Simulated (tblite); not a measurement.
Species: C₃Cl₂NS (doublet state).
SMILES with atom numbers: `[Cl:1][c:2]1[c:3][n:4][c:5]([Cl:6])[s:7]1`
Bond orders are those of one Lewis drawing.

Computed with GFN2-xTB (tblite), gas phase: L-BFGS steps from a force-field or distance-geometry start until the largest atomic force falls under 0.01 eV/Å.

Step 8: E = -587.1719 eV
```
atom  x, y, z in Å  |  force x, y, z in eV/Å
Cl1    -2.9048    0.3452    0.0785   -0.068   0.121  -0.030
C2     -1.2517    0.0345    0.1544   -0.143   0.013  -0.004
C3     -0.5921   -1.0883    0.4245    0.112  -0.008   0.011
N4      0.7213   -1.0850    0.4264   -0.007   0.001  -0.011
C5      1.2001    0.0802    0.1449    0.046  -0.016   0.010
Cl6     2.8491    0.3962    0.0698    0.026   0.103  -0.024
S7     -0.0186    1.3220   -0.1546    0.034  -0.213   0.049
```

Step 9: E = -587.1743 eV
```
atom  x, y, z in Å  |  force x, y, z in eV/Å
Cl1    -2.8988    0.3539    0.0762   -0.180   0.116  -0.028
C2     -1.2523    0.0329    0.1552   -0.061  -0.035   0.006
C3     -0.5923   -1.0908    0.4253    0.074  -0.036   0.015
N4      0.7205   -1.0880    0.4267    0.036  -0.019  -0.003
C5      1.2003    0.0767    0.1457    0.038   0.011   0.002
Cl6     2.8473    0.4057    0.0677    0.011   0.069  -0.017
S7     -0.0213    1.3145   -0.1530    0.081  -0.105   0.024
```

**Question.** Estimate the geometry and energy of step 10. (The exact step hangs on the optimiser's Hessian estimate; all steps are aligned on step 9, rigid shifts and turns removed.)

**Answer.** E = -587.1763 eV, largest force 0.212 eV/Å
```
atom  x, y, z in Å  |  force x, y, z in eV/Å
Cl1    -2.8977    0.3630    0.0739   -0.191   0.090  -0.021
C2     -1.2540    0.0306    0.1560   -0.001  -0.077   0.015
C3     -0.5916   -1.0930    0.4261    0.021  -0.044   0.014
N4      0.7207   -1.0908    0.4269    0.062  -0.028   0.004
C5      1.2015    0.0741    0.1465    0.021   0.004   0.000
Cl6     2.8466    0.4145    0.0657    0.002   0.039  -0.010
S7     -0.0222    1.3065   -0.1512    0.087   0.016  -0.003
```

The energy changes by -0.0020 eV. The first-order estimate −F·Δx gives -0.0028 eV and the mean of the old and new forces, exact on a quadratic surface, -0.0020 eV. The step makes an angle of 55° with the force vector and moves no atom by more than 0.009 Å.

What follows is the cost of the whole relaxation. Time: 0.1 s of wall time. Hardware: one thread of an Arm Neoverse V1, on a shared host.
